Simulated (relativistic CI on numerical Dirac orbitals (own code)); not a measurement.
# Os18+: q coefficients and field-shift factors

Calculated at this level of theory: Dirac-Coulomb-Breit CI, orbitals from a KLI potential per configuration, derivatives by finite differences, unscaled Slater integrals, QED left out (own radial code, finite nucleus).

Configurations in the expansion (outside the closed core [Ar] 3d10 4s2): 4p⁶4d¹⁰4f¹², 4p⁶4d¹⁰4f¹¹5s, 4p⁶4d¹⁰4f¹⁰5s², 4p⁶4d¹⁰4f¹¹5p, 4p⁶4d⁹4f¹³, 4p⁶4d¹⁰4f¹¹5d, 4p⁶4d⁸4f¹⁴, 4p⁵4d¹⁰4f¹³. Levels of other configurations are missing.

With x = (α/α₀)² − 1 an excitation energy changes as ω = ω₀ + qx; K = 2q/ω₀ is the relative enhancement. Terms are leading LS components, so labels can repeat. The field-shift factor is F = δν/δ⟨r²⟩ for the transition from the lowest level.

Lowest level 4p⁶4d¹⁰4f¹² ³H6.

```
             Level  ω₀ (cm⁻¹)  q (cm⁻¹)       K  F (GHz/fm²)
   4p⁶4d¹⁰4f¹² ³F4     9062.5     -1208  -0.267        0.061
   4p⁶4d¹⁰4f¹² ³H5    21164.2     19990    1.89         1.18
   4p⁶4d¹⁰4f¹² ³H4    29285.6     21310    1.46         1.35
   4p⁶4d¹⁰4f¹² ³F2    30932.0      7833   0.506         0.69
   4p⁶4d¹⁰4f¹² ³F3    32632.2     20170    1.24         1.35
   4p⁶4d¹⁰4f¹² ³H4    49133.3     39880    1.62         2.42
   4p⁶4d¹⁰4f¹² ³P2    58060.2     18620   0.641          1.7
4p⁶4d¹⁰4f¹¹5s ⁵I°8    59968.1   -364000   -12.1          556
4p⁶4d¹⁰4f¹¹5s ⁵I°7    70852.6   -357300   -10.1          554
   4p⁶4d¹⁰4f¹² ¹I6    71000.9     17010   0.479         1.86
   4p⁶4d¹⁰4f¹² ³P0    71590.6      8534   0.238         1.99
   4p⁶4d¹⁰4f¹² ³P1    76336.5     19780   0.518         2.15
   4p⁶4d¹⁰4f¹² ³P2    81732.3     32990   0.807         2.65
```

At this charge transitions that keep the count of f electrons are usually good to a few per cent. Terms inside the open d or f shell come out 10 to 20 % too wide with unscaled integrals. Levels that differ in their count of f electrons can be misplaced by several ten thousand cm⁻¹, since the correlation energy of f electrons is missing or only estimated; rates across such gaps can be off by orders of magnitude.
